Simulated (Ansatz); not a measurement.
Stepwise reaction of `OB(O[SiH3])O[SiH3]` with methanol, as a gas-phase model of exchange steps in deposition or etching. ΔE in kJ/mol.

Isolated molecules relaxed with PBE0-D4/def2-TZVP in Ansatz; ΔE leaves out vibrations. CCSD(T)/CBS is the MP2 limit (def2-TZVPP, def2-QZVPP) plus CCSD(T) − MP2 in def2-TZVPP, frozen cores. This one scheme is used for every species. Functionals use def2-TZVPP. B3LYP here is the variant with VWN-RPA as its local correlation; programs differ in this. One conformer a species, not always the lowest.

| step | reaction | PBE-D4 | B3LYP-D4 | ωB97M-V | CCSD(T)/CBS |
| --- | --- | --- | --- | --- | --- |
| 2 | `COB(O)O[SiH3]` + CH₃OH → `COB(O)OC` + `O[SiH3]` | -9.9 | -9.4 | -10.4 | -9.5 |

Task: Give the row of step 1, `OB(O[SiH3])O[SiH3]` + CH₃OH → `COB(O)O[SiH3]` + `O[SiH3]`. (Best estimate.)

Result: Ansatz gave: 
```json
{"step": "1", "reaction": "`OB(O[SiH3])O[SiH3]` + CH₃OH → `COB(O)O[SiH3]` + `O[SiH3]`", "PBE-D4": "1.2", "B3LYP-D4": "5.3", "ωB97M-V": "1.7", "CCSD(T)/CBS": "1.7"}
```

Task: By hand: ΔE of the 2 steps together at CCSD(T)/CBS.

Result: (1.7) + (-9.5) = -7.8 kJ/mol, or -3.9 kJ/mol a step.

In ΔE each step is lower than the one before. PBE-D4 differs from CCSD(T)/CBS by -0.5 to -0.4 kJ/mol a step. Isolated molecules leave out the surface, adducts and barriers. Largest T1 diagnostic: 0.012.
